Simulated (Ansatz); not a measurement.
Geometry optimisation, Ansatz 0.2.0, RKS PBE-D4/def2-SVP.

The input (input.yaml):

```yaml
crystal:
  periodic: [false, false, false]
  atoms:
    - { symbol: Si, position_ang: [-1.050806, -0.306339, -0.063573] }
    - { symbol: "N", position_ang: [1.982719, 0.012841, -0.656248] }
    - { symbol: O, position_ang: [-0.973993, -0.746243, -1.545492] }
    - { symbol: H, position_ang: [1.239194, -0.287178, -1.299735] }
    - { symbol: O, position_ang: [-1.428379, 1.199681, 0.529836] }
    - { symbol: O, position_ang: [-0.861403, -1.259513, 1.270722] }
    - { symbol: H, position_ang: [1.969909, -0.623011, 0.151724] }
    - { symbol: H, position_ang: [1.761247, 0.957611, -0.320389] }
    - { symbol: H, position_ang: [-1.625554, 1.841636, -0.178882] }
    - { symbol: H, position_ang: [-1.012734, -0.789486, 2.112037] }
basis:
  gaussian: { orbitals: def2-SVP }
hamiltonian:
  xc: pbe
  dispersion: d4
relax:
  f_tol: 0.03
  max_steps: 50
```

Launched with:

```bash
$ ansatz run input.yaml --threads 2 --pin off --max-ram 3072MiB --backend cpu --events-out ev --progress --plain --runs-dir out
```

Question: Where does it end, and by what steps?

Answer: It converged. After 31 steps the energy has fallen by 1.086 eV; H10 moved furthest, 1.00 Å. Joined: Si1–N2 (3.11 → 1.99 Å).

| step | energy less start (eV) | largest force component (eV/Å) | accepted |
| --- | --- | --- | --- |
| 0 | 0.0000 | 0.359 | yes |
| 2 | -0.1611 | 0.890 | yes |
| 4 | -0.2440 | 1.088 | yes |
| 6 | -0.7285 | 3.021 | yes |
| 8 | -0.9873 | 1.010 | yes |
| 10 | -1.0264 | 0.447 | yes |
| 12 | -1.0341 | 0.348 | yes |
| 14 | -1.0472 | 0.124 | yes |
| 16 | -1.0437 | 0.313 | no |
| 18 | -1.0589 | 0.157 | yes |
| 20 | -1.0618 | 0.931 | no |
| 22 | -1.0783 | 0.132 | yes |
| 24 | -1.0808 | 0.143 | yes |
| 26 | -1.0843 | 0.180 | yes |
| 28 | -1.0853 | 0.033 | yes |
| 30 | -1.0852 | 0.169 | no |
| 31 | -1.0856 | 0.012 | yes |

```xyz
10
Properties=species:S:1:pos:R:3
Si -0.703 -0.129 -0.031
N 1.253 -0.004 -0.383
O -1.364 -0.852 -1.241
H 1.431 -0.418 -1.308
O -0.869 1.523 0.269
O -0.477 -0.842 1.480
H 1.777 -0.527 0.333
H 1.562 0.979 -0.382
H -1.561 1.896 -0.306
H -1.048 -1.625 1.570
```

Whether the end is a true minimum wasn't checked by a vibrational analysis.

The run took 28 s on 2 threads of Intel(R) Xeon(R) 6985P-C CPU @ 2.30GHz (Granite Rapids), on a shared host, peak memory 0.15 GiB.
